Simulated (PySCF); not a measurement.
Telling isomers of C₇H₁₂ apart by NMR

[PySCF: couplings computed with B3LYP/pcJ-1 (spin–dipole term left out of most H,H and C,H couplings); NMR shieldings at PBE0/pcSseg-1/GIAO; PBE0-D3(BJ)/def2-SVP geometry; fast rotation and ring inversion assumed for equivalent nuclei; relativity neglected; gas phase; one conformer]

Scale: $^{1}$H and $^{13}$C vs TMS (reference shieldings calculated alike). Multiplet labels drop J under 1 Hz and among equivalent protons, and merge close values. Unscaled 3J(H,H) run several per cent high. Shifts are as computed. Against solution values, carbons near 30 ppm lie about +2 ppm off and those near 130 ppm about +5 ppm. Of 1309 compounds with measured shifts, 239 miss one by over three times the rms of a fit or turn the order of signals round; such compounds aren't used in these exercises.

(1) Tabulate the signals of `C=C(CC)C1CC1`, `C1C[C@@H]2CC[C@@H]2C1` and their relative energies.

(2) What is the quickest way to tell C=C(CC)C1CC1 from C1C[C@@H]2CC[C@@H]2C1?

## Answers

(1) 
```tsv
SMILES	carbon types	δC	δH	E rel. (kcal/mol)
C=C(CC)C1CC1	1×C 1×CH 4×CH2 1×CH3	164.6, 103.1, 34.0, 16.5, 15.1, 12.3	4.71 (td, 1H), 4.39 (t, 1H), 2.19 (qt, 2H), 1.12 (t, 3H), 0.88 (m, 2H), 0.76 (m, 1H), 0.48 (m, 2H)	21.2
C1C[C@@H]2CC[C@@H]2C1	2×CH 5×CH2	38.6, 35.7, 26.2, 25.2	2.51 (m, 2H), 2.10 (m, 2H), 1.75 (m, 1H), 1.65 (m, 1H), 1.36 (m, 2H), 1.34 (m, 2H), 1.26 (m, 2H)	0.0
```

Energies are electronic energies at PBE0/pcSseg-1 on these geometries, without zero-point or thermal terms, each for the one conformer computed, which needn't be the lowest.

(2) Count the carbon signals: 6 against 4. The first has a fully substituted alkene carbon (C) at 164.6 ppm, the second an sp3 CH in a ring at 38.6 ppm. In the proton spectra the most deshielded non-exchanging signals are 4.71 (td, J = 3.0, 1.2 Hz, 1H) and 2.51 (m, 2H).
